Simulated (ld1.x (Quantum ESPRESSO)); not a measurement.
# An all-electron radial function and its pseudo partner (Ge (Z = 32))

Columns: radius, all-electron u(r) and pseudo u(r) of the 4p shell (level -3.90 eV) of germanium in the configuration [Ar] 3d10 4s2 4p2; PBEsol, scalar-relativistic, RRKJ scheme, ld1.x (Quantum ESPRESSO) 7.5.

```tsv
r (bohr)	all-electron	pseudo
0.095	0.1460	0.0008
0.190	0.0629	0.0034
0.285	-0.1057	0.0091
0.380	-0.2175	0.0191
0.475	-0.2481	0.0352
0.570	-0.2165	0.0585
0.665	-0.1473	0.0898
0.760	-0.0599	0.1288
0.855	0.0332	0.1747
0.950	0.1244	0.2254
1.045	0.2094	0.2789
1.140	0.2862	0.3325
1.235	0.3538	0.3839
1.330	0.4124	0.4313
1.425	0.4621	0.4735
1.520	0.5037	0.5099
1.615	0.5378	0.5406
1.710	0.5651	0.5660
1.805	0.5862	0.5863
1.900	0.6018	0.6018
1.995	0.6125	0.6125
2.090	0.6189	0.6189
2.185	0.6216	0.6216
2.280	0.6209	0.6209
2.375	0.6175	0.6175
2.470	0.6116	0.6116
```

Q: How many radial nodes do the two functions have?

A: The all-electron 4p function has n − l − 1 = 2; the pseudo-wave has 0, since the states of the same l below it are removed with the core.

Q: At about which radius was the pseudo-wave matched?

A: 1.90 bohr, where the columns begin to agree (steps of 0.10 bohr).

Q: Is the pseudo-wave norm-conserving?

A: Yes: the RRKJ scheme keeps the norm inside the radius equal to the all-electron one, which fixes the energy derivative of the logarithmic derivative at the level.
